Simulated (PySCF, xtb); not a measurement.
H4Si, SMILES [SiH4].

xtb with GFN2-xTB at its own geometry gives an orbital gap of 6.71 eV and a dipole moment of 0.00 D.

Geometry optimised at TPSSh-D3(BJ)/def2-TZVPD.

Question: What does r2SCAN/def2-TZVPD (PySCF) give? (An estimate is asked for; the answer gives what the named calculation found.)

Answer: gap 9.51 eV (levels -8.87 and 0.64 eV), dipole 0.00 D.
